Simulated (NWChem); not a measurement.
Species: C₂H₅O₂, doublet; SMILES C(CO)[O]

```xyz
9

O      0.6165     1.4537    -0.1606
C     -0.4676     0.8097     0.2925
C     -0.5034    -0.6227    -0.3259
O      0.5344    -1.4458     0.0722
H     -0.4757     0.6773     1.3997
H     -1.4247     1.2838    -0.0218
H     -0.4451    -0.5230    -1.4197
H     -1.5038    -1.0275    -0.0727
H      0.4685    -1.5956     1.0213
```
Atoms are numbered in this order, from 1.

Computed with NWChem. Pople sets run with spherical d functions. Spin-unrestricted. The geometry was optimised at PBE0/def2-SVP, spin-unrestricted. No stability test was run on the SCF state.

**Question.** Order these by “lowest empty minus highest occupied level, either spin (eV)”, lowest first: PBE/6-311++G**; PBE/def2-TZVPD; PBE/3-21G.

**Answer.** PBE/3-21G (0.50), PBE/6-311++G** (0.57), PBE/def2-TZVPD (0.62)
